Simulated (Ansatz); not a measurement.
Harmonic frequencies (cm⁻¹) at PBE0-D4/def2-TZVP from Ansatz: 60, 100, 114, 152, 268, 301, 341, 364, 393, 429, 607, 670, 736, 773, 898, 914, 977, 984, 1034, 1336, 1360, 1465, 1476, 1578, 2261, 3070, 3161, 3173, 3617, 3717.

Each molecule was computed in one conformer, which needn't be the lowest.

Problem. Which molecule is it?
A. `F[CH2][GeH]1[CH2][O]1`
B. `C[SiH](Cl)[Al]([F])[Cl]`
C. `CB[NH][AlH2]`
D. `CSB1O[SiH]1N`

Solution. D.
